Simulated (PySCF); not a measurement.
Al(Me)2 (C₂H₆Al), SMILES [CH3][Al+][CH3], charge +1. Atoms are numbered in the order given.

```xyz
9

Al     0.0000     0.0000     0.0000
C      0.0000     0.0000    -1.9140
H      0.8890     0.5132    -2.2938
H     -0.8890     0.5132    -2.2938
H      0.0000    -1.0265    -2.2938
C      0.0000     0.0000     1.9140
H      0.8890    -0.5132     2.2938
H     -0.8890    -0.5132     2.2938
H      0.0000     1.0265     2.2938
```
Charge +1, spin multiplicity 1.

Geometry optimised at TPSSh-D3(BJ)/def2-TZVP. The multiplicity is an assumed one; other spin states were not compared. The isomer is the one that the SMILES or the coordinates give; other isomers of the formula were not compared.

These are PySCF with PBE/def2-TZVPD values and carry that method's errors.

Symmetry labels are those of the subgroup C2h that the program uses (full group D3d).

Task: List the valence orbital energies around the gap with their symmetry. (An estimate is asked for; the answer gives what the named calculation found.)

Result: 
| orbital | symmetry | energy (eV) |
|---|---|---|
| HOMO−7 | Ag | -22.47 |
| HOMO−6 | Bu | -22.26 |
| HOMO−5 | Au | -15.19 |
| HOMO−4 | Bu | -15.19 |
| HOMO−3 | Bg | -15.07 |
| HOMO−2 | Ag | -15.07 |
| HOMO−1 | Ag | -14.90 |
| HOMO | Bu | -12.83 |
| LUMO | Au | -7.28 |
| LUMO+1 | Bu | -7.28 |
| LUMO+2 | Ag | -7.19 |
| LUMO+3 | Bu | -3.71 |
